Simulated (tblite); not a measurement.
Run record: tight-binding relaxation, `NB(N)[SiH3]`.

Computed with GFN2-xTB geometry optimisation, gas phase (tblite 0.8.0). Start geometry: from a force field or distance geometry. A driver script takes a list of jobs; this job's settings line and coordinates (Å) are shown.

Command:
```bash
OMP_NUM_THREADS=1 python probes_run.py task.json out
```

Input:
```
{"job": {"kind": "relax", "xc": "GFN2-xTB", "basis": "xTB"}, "charge": 0, "multiplicity": 1}
N     -0.685300     1.663000     0.378600
B     -0.452000     0.187800     0.120600
N     -1.620300    -0.773700     0.041800
Si     1.367100    -0.494100    -0.068700
H      0.226600     2.155900     0.387600
H     -1.234500     2.026500    -0.443900
H     -1.492300    -1.501500     0.764800
H     -1.568200    -1.238400    -0.887100
H      2.023400     0.152200    -1.202200
H      2.122500    -0.219500     1.171300
H      1.318700    -1.955400    -0.288700
```

**Question.** What does the run print?

**Answer.** 
```
step      E/eV     max force
  0    -336.00293    2.932
  1    -336.21469    1.987
  2    -336.36628    1.556
  3    -336.43483    1.191
  4    -336.56556    1.584
  5    -336.61538    0.900
  6    -336.67114    0.784
  7    -336.73217    0.655
  8    -336.75760    0.548
  9    -336.78946    0.407
... (49 lines left out)
 59    -337.57280    0.021
 60    -337.57283    0.015
 61    -337.57285    0.014
 62    -337.57289    0.018
 63    -337.57292    0.016
 64    -337.57293    0.011
 65    -337.57295    0.012
 66    -337.57296    0.013
 67    -337.57298    0.014
 68    -337.57300    0.008
```

«max force» is the largest atomic force in eV/Å.

**Question.** From which step on does the largest force stay under 0.1 eV/Å, and how much energy is left to gain from there?

**Answer.** From step 41 (0.088 eV/Å), 3.9 meV above the end.

Summary of the converged run: energy lowered by 36.2 kcal/mol over 68 steps; largest atomic force 0.008 eV/Å at the end.

Hardware: Arm Neoverse V2, one thread, shared host with 192 logical CPUs at a one-minute load of 117. Cost: 0.23 s.
Labels such as C1 count atoms from 1, the log's own numbers from 0.
